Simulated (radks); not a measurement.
Se, configuration [Ar] 3d10 4s2 4p4.

Calculated with a radial shooting solver on a logarithmic mesh with Libxc functionals: Dirac Kohn-Sham, PBE, spin-unpolarised, spherical densities, finite nucleus; open shells fill j = l - 1/2 first; Fermi nuclear charge, rms radius 4.14 fm.

Energy parts (eV):
| part | energy |
|---|---|
| total | -66126.460 |
| kinetic | 67710.830 |
| electron-nucleus | -159664.662 |
| Hartree | 28219.372 |
| exchange-correlation | -2391.999 |

Orbitals (lengths in bohr, moments of r in powers of bohr; <r^-3> diverges for s and p1/2; r(90%) holds 90 % of the orbital's charge):
1s1/2: occ. 2; eigenvalue (eV) -12500.67; r(90%) 0.0788; <r> 0.04408
2s1/2: occ. 2; eigenvalue (eV) -1606.342; r(90%) 0.303; <r> 0.1957
2p1/2: occ. 2; eigenvalue (eV) -1441.017; r(90%) 0.276; <r> 0.1685
2p3/2: occ. 4; eigenvalue (eV) -1399.257; <r^-3> 1177; r(90%) 0.281; <r> 0.1723
3s1/2: occ. 2; eigenvalue (eV) -213.3289; r(90%) 0.856; <r> 0.5739
3p1/2: occ. 2; eigenvalue (eV) -156.7955; r(90%) 0.892; <r> 0.5824
3p3/2: occ. 4; eigenvalue (eV) -150.9230; <r^-3> 167.0; r(90%) 0.908; <r> 0.5930
3d3/2: occ. 4; eigenvalue (eV) -53.5435; <r^-3> 20.39; r(90%) 1.04; <r> 0.6281
3d5/2: occ. 6; eigenvalue (eV) -52.6491; <r^-3> 19.75; r(90%) 1.05; <r> 0.6325
4s1/2: occ. 2; eigenvalue (eV) -17.2254; r(90%) 2.69; <r> 1.797
4p1/2: occ. 2; eigenvalue (eV) -6.7203; r(90%) 3.54; <r> 2.271
4p3/2: occ. 2; eigenvalue (eV) -6.3464; <r^-3> 10.64; r(90%) 3.62; <r> 2.323

The highest occupied level is 4p3/2 at -6.346 eV. Summed over all electrons, <r^2> = 40.93 bohr^2, which gives a Langevin (diamagnetic) susceptibility term of -32.4 x 10^-6 cm^3/mol. The electron density at the nucleus is 3.976e+04 e/bohr^3.
